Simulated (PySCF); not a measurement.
C4H9NSi. Atoms are numbered in the order given.

```xyz
15

C      2.5372     0.7809     0.4519
N      1.6562    -0.3663     0.4235
C      0.4867    -0.2587    -0.0439
C     -0.3146     0.9652    -0.5393
Si    -1.8788    -0.0304    -0.0980
C     -0.5481    -1.3876    -0.0628
H      2.8083     1.0052     1.4972
H      2.1273     1.6980    -0.0099
H      3.4754     0.5226    -0.0661
H     -0.0864     1.9247    -0.0546
H     -0.2080     1.0896    -1.6311
H     -2.9619    -0.1215    -1.1179
H     -2.4615     0.3132     1.2294
H     -0.5088    -1.9240    -1.0274
H     -0.4415    -2.1172     0.7515
```
Charge 0, spin multiplicity 1.

Geometry optimised at ωB97X-D3(BJ)/def2-SVP. This is a generated structure with no PubChem entry under its InChIKey; it may be hypothetical.

Computed with PBE/def2-TZVP (PySCF).

The molecule is in vacuum.

Computed frontier levels, gap, dipole moment and polarisability:
```yaml
highest_occupied_level: -5.51 eV
lowest_empty_level: -1.22 eV
orbital_gap: 4.29 eV
dipole_moment: 1.47 D
quadrupole, principal values (traceless, Buckingham form, about the centre of nuclear charge): -5.97, 1.13, 4.84 D·Å
mean_static_polarisability: 85.4 bohr³ (12.65 Å³)
polarisability_principal_values: 66.2, 75.8, 114.1 bohr³
```
